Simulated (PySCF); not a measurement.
## Electron correlation in Sn⁺ (tin, charge +1)

[Kr] 4d10 5s2 5p1, 2P determinant. Computed with PySCF 2.14 in def2-SVP with the def2 core potential (28 electrons) (4s4p2d, 26 functions), with a scalar-relativistic core potential. Frozen: 4s2 4p6 4d10; 3 electrons correlated.

MP2 pair energies summed by pair of shells (mhartree):

```tsv
pair	energy	share (%)
5s-5s	-15.80	59.1
5s-5p	-10.93	40.9
```

Total MP2 correlation energy: -26.73 mhartree.

Same-spin part -1.83 and opposite-spin part -24.90 mhartree; SCS-MP2 scales them by 1/3 and 6/5 to -30.49 mhartree.

| level | correlation energy (mhartree) |
| --- | --- |
| CCSD | -39.84 |
| (T) | -0.37 |
| CCSD(T) | -40.21 |

Diagnostics: T1 = 0.0088, D1 = 0.0215, largest double amplitude 0.096.

Cost of the coupled-cluster step: 0.11 s of wall time on 1 thread of Neoverse-V1 (shared host), for 3 correlated electrons.
